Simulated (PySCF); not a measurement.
# Mayer bond orders and bond lengths

3-pyridinesulfonic acid, C5H5NO3S.
Atom-mapped SMILES: `[O:1]=[S:2](=[O:3])([OH:4])[c:5]1[cH:6][cH:7][cH:8][n:9][cH:10]1` (hydrogens: H11 on O4; H12 on C6; H13 on C7; H14 on C8; H15 on C10)

Geometry (PBE0-D3(BJ)/def2-SVP, Å), atoms numbered from 1 in this order:
```xyz
15
C5H5NO3S angstrom
O      2.1162    2.0175    0.0906
S      1.9735    0.6076    0.3645
O      2.6517   -0.0573    1.4619
O      2.4122   -0.1532   -1.0001
C      0.2489    0.2295    0.4602
C     -0.6724    1.0134   -0.2299
C     -2.0135    0.6668   -0.1218
C     -2.3563   -0.4335    0.6680
N     -1.4720   -1.1695    1.3363
C     -0.1883   -0.8433    1.2385
H      2.7885   -1.0118   -0.7524
H     -0.3350    1.8703   -0.8171
H     -2.7865    1.2416   -0.6350
H     -3.4068   -0.7290    0.7683
H      0.5352   -1.4386    1.8057
```

Bond orders from the PBE0/pcSseg-1 density (PySCF). One conformer (not necessarily the lowest) at the PBE0-D3(BJ)/def2-SVP geometry, without solvent, vibrations or thermal averaging.

**Question.** Where do the orders between heavy atoms depart from those drawn in the SMILES?

**Answer.** The largest departure is 0.246, at S2–O3 (drawn double, 1.754), counting aromatic bonds as 1.5. The bonds drawn aromatic range from 1.34 to 1.47.

**Question.** Give the Mayer order of every bond between heavy atoms, beside its length.

**Answer.** 
```json
{"bond": "O1–S2", "drawn as": "double", "length (Å)": "1.443", "Mayer order": "1.796"}
{"bond": "S2–O3", "drawn as": "double", "length (Å)": "1.451", "Mayer order": "1.754"}
{"bond": "S2–O4", "drawn as": "single", "length (Å)": "1.623", "Mayer order": "0.944"}
{"bond": "S2–C5", "drawn as": "single", "length (Å)": "1.768", "Mayer order": "0.902"}
{"bond": "C5–C6", "drawn as": "aromatic", "length (Å)": "1.393", "Mayer order": "1.341"}
{"bond": "C6–C7", "drawn as": "aromatic", "length (Å)": "1.389", "Mayer order": "1.425"}
{"bond": "C7–C8", "drawn as": "aromatic", "length (Å)": "1.397", "Mayer order": "1.386"}
{"bond": "C8–N9", "drawn as": "aromatic", "length (Å)": "1.331", "Mayer order": "1.464"}
{"bond": "N9–C10", "drawn as": "aromatic", "length (Å)": "1.328", "Mayer order": "1.467"}
{"bond": "C10–C5", "drawn as": "aromatic", "length (Å)": "1.396", "Mayer order": "1.337"}
```

Bonds between the same two heavy elements. O–S: lowest S2–O4 (0.944, 1.623 Å), highest O1–S2 (1.796, 1.443 Å). C–C: lowest C10–C5 (1.337, 1.396 Å), highest C6–C7 (1.425, 1.389 Å); in 1 of the 6 pairs the longer bond (by over 0.003 Å) has the higher order (by 0.02 or more). C–N: all 2 within 0.02 of one another (1.464 to 1.467).

**Question.** And the bonds to hydrogen?

**Answer.** H–O: 0.92 (1 bond); C–H: 0.95 to 0.97 (4 bonds).

**Question.** Sum the orders of all bonds at each heavy atom with more than one neighbour and set the sums beside the valence in the SMILES.

**Answer.** S2 5.396 (drawn 6), O4 1.864 (drawn 2), C5 3.580 (drawn 4), C6 3.730 (drawn 4), C7 3.766 (drawn 4), C8 3.816 (drawn 4), N9 2.931 (drawn 3), C10 3.770 (drawn 4). Orders between atoms that aren't bonded are not in these sums.

Mayer orders depend on the basis set.
